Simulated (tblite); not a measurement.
A geometry optimisation, step by step.

Species: C5H11NOSi.
Numbering: `[CH2:1]=[CH:2][CH2:3][NH:4][SiH2:5][C:6]([CH3:7])=[O:8]` (hydrogens: H9, H10 on C1; H11 on C2; H12, H13 on C3; H14 on N4; H15, H16 on Si5; H17, H18, H19 on C7)

Computed with GFN2-xTB (tblite), gas phase: L-BFGS steps from a force-field or distance-geometry start until the largest atomic force falls under 0.01 eV/Å. 10 of its 178 geometries are shown.

Step 0: E = -679.4942 eV, largest atomic force 2.626 eV/Å
```
atom  x, y, z in Å  |  force x, y, z in eV/Å
C1     -3.315    0.606    0.431   -1.161   0.559   0.466
C2     -2.938   -0.499   -0.173   -1.076  -0.832   0.176
C3     -1.544   -0.843   -0.532   -0.251   0.687  -0.950
N4     -0.705    0.271   -0.142    2.356  -0.491   0.794
Si5     1.011   -0.027   -0.528   -2.231   0.302  -1.352
C6      2.140    0.612    0.775    0.504   0.824   2.060
C7      3.579    0.208    0.679    0.703  -0.055  -0.084
O8      1.731    1.337    1.674    0.296  -0.379  -0.545
H9     -2.660    1.414    0.721   -0.105  -0.150  -0.136
H10    -4.387    0.754    0.668    0.880  -0.022  -0.180
H11    -3.733   -1.233   -0.393    0.644   0.197  -0.056
H12    -1.491   -0.902   -1.652    0.073  -0.075   0.694
H13    -1.214   -1.815   -0.145   -0.224   0.022   0.106
H14    -0.833    0.523    0.864    0.019  -0.352  -1.098
H15     1.310    0.778   -1.754   -0.107  -0.381   0.315
H16     1.251   -1.459   -0.727    0.175  -0.040  -0.044
H17     3.815    0.198   -0.397    0.214  -0.066   0.486
H18     3.724   -0.827    1.078   -0.185   0.867  -0.286
H19     4.250    0.914    1.224   -0.526  -0.615  -0.365
```

Step 20: E = -679.9518 eV, largest atomic force 0.172 eV/Å
```
atom  x, y, z in Å  |  force x, y, z in eV/Å
C1     -3.412    0.642    0.447   -0.003  -0.006  -0.043
C2     -3.012   -0.462   -0.155   -0.010  -0.018   0.011
C3     -1.607   -0.823   -0.532    0.006   0.010  -0.027
N4     -0.583    0.083   -0.060    0.078  -0.009  -0.012
Si5     1.038   -0.050   -0.588   -0.043  -0.071   0.041
C6      2.173    0.649    0.792    0.031  -0.099  -0.137
C7      3.625    0.253    0.682   -0.046   0.038   0.035
O8      1.749    1.326    1.700    0.036   0.050   0.033
H9     -2.736    1.442    0.692    0.004   0.025   0.049
H10    -4.449    0.789    0.701    0.053   0.059  -0.013
H11    -3.738   -1.226   -0.406    0.072  -0.005  -0.003
H12    -1.530   -0.867   -1.627   -0.023  -0.007   0.067
H13    -1.418   -1.845   -0.164   -0.046   0.012  -0.033
H14    -0.778    0.468    0.854    0.020  -0.099  -0.029
H15     1.269    0.693   -1.833   -0.039   0.028  -0.010
H16     1.482   -1.439   -0.814   -0.031   0.020   0.016
H17     3.941    0.238   -0.359   -0.047   0.023   0.054
H18     3.705   -0.761    1.075    0.010   0.007  -0.031
H19     4.273    0.901    1.267   -0.019   0.042   0.032
```

Step 39: E = -679.9964 eV, largest atomic force 0.088 eV/Å
```
atom  x, y, z in Å  |  force x, y, z in eV/Å
C1     -3.338    0.722    0.432    0.024  -0.001   0.016
C2     -3.019   -0.415   -0.154    0.026   0.007  -0.024
C3     -1.639   -0.867   -0.524    0.065  -0.022  -0.019
N4     -0.553   -0.090    0.027    0.031  -0.015   0.016
Si5     1.035   -0.162   -0.604   -0.037  -0.035   0.028
C6      2.145    0.642    0.743   -0.014  -0.021  -0.061
C7      3.620    0.336    0.712   -0.069   0.012  -0.024
O8      1.661    1.380    1.572    0.020  -0.005   0.058
H9     -2.592    1.447    0.704    0.038   0.053   0.017
H10    -4.361    0.971    0.656    0.014   0.018   0.020
H11    -3.791   -1.124   -0.427    0.014   0.005  -0.007
H12    -1.542   -0.824   -1.615   -0.006  -0.050  -0.009
H13    -1.541   -1.926   -0.238   -0.031  -0.027  -0.026
H14    -0.665    0.096    1.014   -0.049   0.013  -0.013
H15     1.119    0.628   -1.839   -0.006  -0.017   0.002
H16     1.529   -1.525   -0.885    0.031   0.074   0.035
H17     3.994    0.440   -0.304   -0.017   0.016   0.043
H18     3.754   -0.705    1.010    0.000   0.052  -0.008
H19     4.173    0.984    1.392   -0.032  -0.057  -0.046
```

Step 59: E = -680.0285 eV, largest atomic force 0.069 eV/Å
```
atom  x, y, z in Å  |  force x, y, z in eV/Å
C1     -3.128    0.813    0.428    0.009  -0.002   0.014
C2     -2.986   -0.347   -0.185    0.015   0.019  -0.022
C3     -1.671   -0.976   -0.545   -0.019  -0.014   0.002
N4     -0.539   -0.364    0.099   -0.025   0.027   0.017
Si5     1.016   -0.253   -0.578    0.011   0.041  -0.006
C6      2.050    0.669    0.751   -0.006  -0.039   0.056
C7      3.538    0.448    0.703   -0.008   0.008   0.001
O8      1.529    1.376    1.585    0.011  -0.029  -0.026
H9     -2.280    1.414    0.711    0.002  -0.017   0.002
H10    -4.098    1.212    0.670   -0.005  -0.004  -0.018
H11    -3.850   -0.931   -0.479    0.012   0.018   0.010
H12    -1.517   -0.899   -1.626   -0.028  -0.003  -0.023
H13    -1.723   -2.051   -0.314   -0.020  -0.031   0.035
H14    -0.679   -0.222    1.088    0.002  -0.006   0.008
H15     0.949    0.523   -1.821    0.050  -0.003   0.004
H16     1.691   -1.534   -0.851    0.002  -0.006  -0.018
H17     3.898    0.704   -0.291    0.018  -0.026   0.016
H18     3.731   -0.610    0.873    0.008   0.037  -0.042
H19     4.062    1.036    1.455   -0.029   0.029  -0.011
```

Step 79: E = -680.0462 eV, largest atomic force 0.075 eV/Å
```
atom  x, y, z in Å  |  force x, y, z in eV/Å
C1     -2.972    0.885    0.420   -0.006  -0.017   0.048
C2     -2.950   -0.268   -0.223   -0.026   0.036  -0.018
C3     -1.719   -1.072   -0.535   -0.006   0.034   0.003
N4     -0.531   -0.559    0.092    0.020   0.002   0.032
Si5     1.009   -0.325   -0.591   -0.004   0.010   0.074
C6      1.979    0.592    0.792    0.024  -0.019  -0.008
C7      3.481    0.572    0.687   -0.007  -0.021  -0.006
O8      1.402    1.151    1.699    0.033  -0.034  -0.013
H9     -2.074    1.370    0.764    0.004  -0.030  -0.023
H10    -3.897    1.391    0.641    0.018  -0.002  -0.059
H11    -3.872   -0.722   -0.564    0.011  -0.010  -0.005
H12    -1.558   -1.093   -1.619   -0.005   0.019   0.053
H13    -1.911   -2.112   -0.222    0.039   0.017   0.000
H14    -0.664   -0.377    1.077    0.008   0.021  -0.027
H15     1.000    0.517   -1.793   -0.038  -0.006  -0.012
H16     1.715   -1.580   -0.893    0.031  -0.021  -0.044
H17     3.783    0.926   -0.296   -0.039   0.013  -0.003
H18     3.809   -0.462    0.776    0.004  -0.001   0.005
H19     3.958    1.171    1.460   -0.061   0.008   0.001
```

Step 98: E = -680.0663 eV, largest atomic force 0.058 eV/Å
```
atom  x, y, z in Å  |  force x, y, z in eV/Å
C1     -2.739    0.974    0.377   -0.013   0.033  -0.003
C2     -2.855   -0.166   -0.277   -0.013   0.002   0.050
C3     -1.752   -1.165   -0.481    0.038  -0.008   0.023
N4     -0.511   -0.804    0.150   -0.017  -0.024  -0.037
Si5     0.974   -0.434   -0.592   -0.028   0.002   0.016
C6      1.903    0.438    0.842   -0.005  -0.010   0.035
C7      3.366    0.729    0.659   -0.047   0.017   0.012
O8      1.310    0.740    1.856    0.051  -0.001  -0.011
H9     -1.811    1.293    0.824   -0.007  -0.008  -0.057
H10    -3.571    1.649    0.490   -0.013  -0.020   0.009
H11    -3.804   -0.465   -0.703    0.017   0.021  -0.033
H12    -1.575   -1.286   -1.554    0.027   0.006   0.013
H13    -2.097   -2.141   -0.104   -0.009   0.004   0.022
H14    -0.630   -0.552    1.123    0.002  -0.026  -0.028
H15     0.890    0.481   -1.741    0.002  -0.006   0.030
H16     1.719   -1.635   -1.000   -0.009   0.015  -0.014
H17     3.514    1.224   -0.296    0.017   0.044  -0.009
H18     3.907   -0.213    0.628   -0.011  -0.049   0.005
H19     3.751    1.341    1.473    0.018   0.007  -0.022
```

Step 118: E = -680.0797 eV, largest atomic force 0.045 eV/Å
```
atom  x, y, z in Å  |  force x, y, z in eV/Å
C1     -2.507    1.054    0.264    0.021  -0.007   0.007
C2     -2.739   -0.090   -0.351   -0.001   0.010   0.020
C3     -1.783   -1.250   -0.426   -0.013  -0.005   0.012
N4     -0.521   -1.036    0.228    0.006   0.005   0.011
Si5     0.906   -0.484   -0.523   -0.002   0.021  -0.013
C6      1.869    0.327    0.924    0.011  -0.002  -0.022
C7      3.241    0.857    0.619    0.016  -0.005  -0.013
O8      1.375    0.414    2.026   -0.003   0.008   0.044
H9     -1.570    1.260    0.754   -0.017  -0.002  -0.009
H10    -3.248    1.835    0.306    0.018   0.004  -0.026
H11    -3.688   -0.272   -0.836   -0.018  -0.018  -0.017
H12    -1.585   -1.488   -1.476   -0.009   0.015  -0.016
H13    -2.283   -2.123    0.015   -0.002  -0.042   0.008
H14    -0.631   -0.839    1.214    0.002   0.013   0.000
H15     0.736    0.533   -1.570   -0.016   0.013   0.002
H16     1.680   -1.601   -1.081   -0.009  -0.002  -0.001
H17     3.197    1.474   -0.276    0.018  -0.004   0.017
H18     3.891    0.010    0.407    0.002   0.006  -0.010
H19     3.649    1.427    1.452   -0.003  -0.010   0.008
```

Step 138: E = -680.0923 eV, largest atomic force 0.094 eV/Å
```
atom  x, y, z in Å  |  force x, y, z in eV/Å
C1     -2.569    1.044    0.137   -0.035   0.014  -0.029
C2     -2.772   -0.155   -0.374   -0.032   0.049   0.027
C3     -1.772   -1.277   -0.361   -0.039  -0.001  -0.034
N4     -0.532   -0.969    0.298    0.001  -0.056   0.000
Si5     0.853   -0.349   -0.481   -0.009  -0.017   0.045
C6      1.935    0.311    0.964    0.017  -0.004  -0.026
C7      3.313    0.800    0.609    0.031   0.027  -0.011
O8      1.526    0.324    2.104   -0.019   0.009  -0.044
H9     -1.639    1.309    0.613   -0.021   0.018  -0.029
H10    -3.322    1.811    0.093    0.010   0.000   0.035
H11    -3.718   -0.407   -0.837    0.041   0.001  -0.019
H12    -1.552   -1.559   -1.395    0.027  -0.009  -0.012
H13    -2.244   -2.147    0.117    0.032  -0.033   0.032
H14    -0.672   -0.767    1.278    0.085   0.028   0.007
H15     0.629    0.765   -1.419    0.026  -0.015   0.010
H16     1.555   -1.434   -1.190   -0.031   0.081   0.037
H17     3.262    1.506   -0.218   -0.051  -0.046   0.026
H18     3.895   -0.057    0.277    0.014  -0.036  -0.039
H19     3.815    1.261    1.457   -0.048  -0.009   0.027
```

Step 157: E = -680.1010 eV, largest atomic force 0.015 eV/Å
```
atom  x, y, z in Å  |  force x, y, z in eV/Å
C1     -2.671    1.032    0.053    0.006   0.004   0.006
C2     -2.804   -0.207   -0.380    0.001   0.004   0.000
C3     -1.748   -1.276   -0.307   -0.008   0.009  -0.008
N4     -0.521   -0.890    0.337   -0.003  -0.005  -0.004
Si5     0.832   -0.233   -0.464   -0.009  -0.004  -0.001
C6      1.981    0.296    0.975   -0.009   0.004   0.002
C7      3.375    0.714    0.600    0.003  -0.006   0.006
O8      1.593    0.298    2.123    0.005   0.012  -0.004
H9     -1.757    1.382    0.503    0.006  -0.007   0.001
H10    -3.468    1.751   -0.023   -0.002  -0.014  -0.006
H11    -3.731   -0.540   -0.829    0.002   0.006   0.001
H12    -1.507   -1.592   -1.327   -0.002  -0.007   0.006
H13    -2.176   -2.146    0.210    0.008   0.005   0.005
H14    -0.649   -0.664    1.314    0.003   0.000  -0.001
H15     0.620    0.949   -1.317   -0.004  -0.003  -0.006
H16     1.481   -1.277   -1.267   -0.003   0.003  -0.013
H17     3.328    1.467   -0.183   -0.001  -0.007   0.010
H18     3.891   -0.155    0.195   -0.001   0.014   0.004
H19     3.922    1.097    1.459    0.008  -0.006   0.000
```

Step 177: E = -680.1023 eV, largest atomic force 0.010 eV/Å
```
atom  x, y, z in Å  |  force x, y, z in eV/Å
C1     -2.663    1.025    0.061    0.005  -0.005  -0.002
C2     -2.800   -0.213   -0.372    0.000  -0.002  -0.003
C3     -1.744   -1.283   -0.307   -0.001  -0.005   0.002
N4     -0.513   -0.896    0.327    0.001   0.003   0.001
Si5     0.827   -0.219   -0.480    0.009   0.003  -0.003
C6      1.964    0.328    0.965    0.004   0.001   0.003
C7      3.378    0.694    0.611   -0.006   0.001   0.001
O8      1.547    0.390    2.101    0.004  -0.003  -0.007
H9     -1.745    1.374    0.504   -0.001  -0.001   0.002
H10    -3.461    1.743   -0.012   -0.001   0.000   0.001
H11    -3.730   -0.545   -0.815   -0.004   0.003  -0.003
H12    -1.511   -1.604   -1.327   -0.003  -0.001  -0.004
H13    -2.167   -2.151    0.218   -0.002   0.004   0.003
H14    -0.638   -0.664    1.303    0.005   0.002   0.005
H15     0.598    0.960   -1.333   -0.002  -0.004  -0.001
H16     1.486   -1.253   -1.287   -0.004   0.006   0.003
H17     3.362    1.470   -0.151    0.003   0.001   0.002
H18     3.866   -0.179    0.184   -0.004  -0.003   0.001
H19     3.933    1.037    1.482   -0.004   0.000  -0.001
```

Task: Summarise the path.

Result: The energy falls by 14.02 kcal/mol from step 0 to step 177; nine tenths of that is first reached at step 76. It falls at every step. The largest force goes from 2.626 to 0.010 eV/Å. Among the bonds N4–Si5 changes most (a near tie, within 0.001 Å, with another), from 1.785 to 1.705 Å; the atoms move by 0.915 Å rms after alignment.

Task: Follow the three bonds and two angles with the largest change from start to end.

Result: 
```tsv
step	E above end (kcal/mol)	largest force (eV/Å)	N4–Si5 (Å)	Si5–C6 (Å)	N4–H14 (Å)	C3–N4–Si5 (°)	N4–Si5–H15 (°)
0	14.02	2.626	1.785	1.838	1.045	111.7	106.2
8	4.70	0.382	1.700	1.908	1.007	119.1	110.4
15	3.78	0.147	1.704	1.916	1.009	120.8	112.0
23	3.33	0.113	1.707	1.918	1.009	122.2	111.3
31	2.94	0.132	1.708	1.919	1.011	122.8	109.7
38	2.47	0.088	1.711	1.921	1.011	122.3	109.7
46	2.14	0.128	1.707	1.913	1.011	122.1	110.8
54	1.79	0.086	1.700	1.917	1.009	123.8	109.2
62	1.65	0.068	1.701	1.920	1.010	125.3	109.6
69	1.55	0.063	1.701	1.918	1.010	126.6	111.2
77	1.36	0.101	1.700	1.919	1.010	128.2	113.4
85	1.08	0.162	1.699	1.918	1.010	129.0	114.7
92	0.92	0.052	1.699	1.918	1.010	128.4	114.9
100	0.79	0.060	1.701	1.917	1.012	127.7	115.9
108	0.66	0.091	1.701	1.918	1.011	127.1	115.6
115	0.55	0.056	1.704	1.919	1.012	126.1	115.6
123	0.47	0.047	1.706	1.918	1.011	124.6	116.1
131	0.39	0.053	1.707	1.920	1.011	124.5	116.8
139	0.19	0.083	1.705	1.922	1.010	124.7	116.1
146	0.06	0.036	1.705	1.919	1.011	125.0	116.8
154	0.04	0.029	1.705	1.917	1.011	124.7	117.8
162	0.02	0.025	1.704	1.917	1.011	124.7	117.8
169	0.01	0.015	1.705	1.917	1.011	124.7	118.0
177	0.00	0.010	1.705	1.918	1.011	124.8	118.0
```

The cost below is that of the whole relaxation. Time: 2.3 s of wall time. Hardware: Arm Neoverse N1, one thread, shared host with 64 logical CPUs at a one-minute load of 60.
